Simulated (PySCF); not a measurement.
Consider `O=C1c2ccccc2-c2ccccc21` (C13H8O). Numbering: `[O:1]=[C:2]1[c:3]2[cH:4][cH:5][cH:6][cH:7][c:8]2-[c:9]2[cH:10][cH:11][cH:12][cH:13][c:14]21` These are map numbers, not IUPAC locants.

These are calculated values, ωB97X-D3(BJ)/ma-def2-SVP in PySCF (grid level 2) at geometries from PBE0-D3(BJ)/def2-SVP. ωB97X-D3(BJ) is ωB97X-V with D3(BJ) in place of VV10. Zero-point and thermal terms (298.15 K, 1 bar) come from unscaled GFN2-xTB harmonic frequencies, with soft modes damped to free rotors in the entropy. These were taken at the GFN2-xTB minima.

Q: What are the vertical and the adiabatic ionisation energy for forming the radical cation?

A: 8.58 eV vertical and 8.33 eV adiabatic, the latter with zero-point energy.

Q: How far is −ε(HOMO) from the vertical value by ΔSCF?

A: −ε(HOMO) = 8.91 eV, which is 0.33 eV above the ΔSCF value.

Caveats: ma-def2-SVP is a small basis, whose errors can reach tens of kJ/mol.
